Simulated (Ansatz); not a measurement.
```yaml
crystal:
  periodic: [false, false, false]
  atoms:
    - {symbol: Cu, position_ang: [1.999811, -0.055050, -0.558645]}
    - {symbol: Cu, position_ang: [-1.997845, 0.056250, 0.565522]}
    - {symbol: Mn, position_ang: [-0.025377, 1.237838, -0.212794]}
    - {symbol: Mn, position_ang: [0.023411, -1.239039, 0.205927]}
basis:
  gaussian: {orbitals: def2-TZVP}
magnetization: {spin_polarized: true, initial_magnetization: 10}
hamiltonian: {xc: {name: CAM-B3LYP}}
scf: {omitted_lower_state_checks: [starts]}
output: {forces: true}
```

```sh
$ ansatz run in.yaml --threads 4 --pin off --events-out ev --progress --plain --max-ram 4787MiB
```

It prints (some lines left out):

```
Functional definition: CAM-B3LYP
1802 factors; integrals over basis functions are off by at most 3.2e-4 eV
324 factors; integrals over basis functions are off by at most 2.1e-5 eV
mean field evaluation 1: about -151917.3641 eV, gradient 6.8e1 eV
mean field evaluation 2: about -151809.0160 eV, gradient 2.0e2 eV
mean field evaluation 4: about -151929.4169 eV, gradient 2.8e1 eV
mean field evaluation 8: about -151931.0051 eV, gradient 5.1e-1 eV
mean field evaluation 16: about -151931.1458 eV, gradient 1.8e-2 eV
mean field evaluation 32: about -151931.1459 eV, gradient 3.3e-5 eV
mean field -151931.14932429 eV, -5583.3667550358 hartree, gradient 8.4e-8 eV, S^2 30.158679; 1 other end points of the search recorded, 0 dependent functions left out
reference -151931.14942837 eV, -5583.3667588606 hartree; 59, 49 occupied and 121, 131 virtual orbitals, 1802 factors
WARN: the results are in doubt because the forces break the atoms' symmetry
Total energy: -151931.14942837 eV, -5583.3667588606 hartree
Atom 0 at     1.999811    -0.055050    -0.558645 Å, force     0.840089     0.144416    -0.261722 eV/Å
Atom 1 at    -1.997845     0.056250     0.565522 Å, force    -0.844708     0.191323     0.212054 eV/Å
Atom 2 at    -0.025377     1.237838    -0.212794 Å, force    -0.021089     1.033681    -0.177336 eV/Å
Atom 3 at     0.023411    -1.239039     0.205927 Å, force     0.025708    -1.369421     0.227003 eV/Å
Dipole moment:     0.000385    -0.054245     0.006738 e Å
In doubt: the forces break the atoms' symmetry
Checks for a lower state left out: starts
```

Run time 2 min (4 threads of Intel Xeon on a shared host), peak host memory 1.4 GiB.

The program marks the result for the charge 0 multiplicity 11 as doubtful (asymmetric forces). The charge 0 multiplicity 11 is spin-contaminated (final ⟨S²⟩ up to 30.16, 30.00 for a pure state).
